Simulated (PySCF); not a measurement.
# Excitation energy of Fe⁺ by level of theory

Fe⁺ [Ar] 3d6 4s1 (6D) → Fe⁺ [Ar] 3d5 4s2 (6S), as a difference of total energies. All numbers are calculated (PySCF 2.14, the spin-free X2C one-electron Hamiltonian (Gaussian nucleus), in aug-cc-pVTZ-DK). Correlated levels: valence: [Ar] frozen. The calculations carry no spin-orbit coupling.

```tsv
method	excitation energy (cm⁻¹)
UHF	16851
MP2 (valence)	21762
SCS-MP2 (valence)	21572
CCSD (valence)	19827
CCSD(T) (valence)	19905
```

Errors of the correlated levels include the incompleteness of this basis and the frozen core.

For comparison: 22901 cm⁻¹ (measured; NIST levels, between the centres of gravity of the two terms).
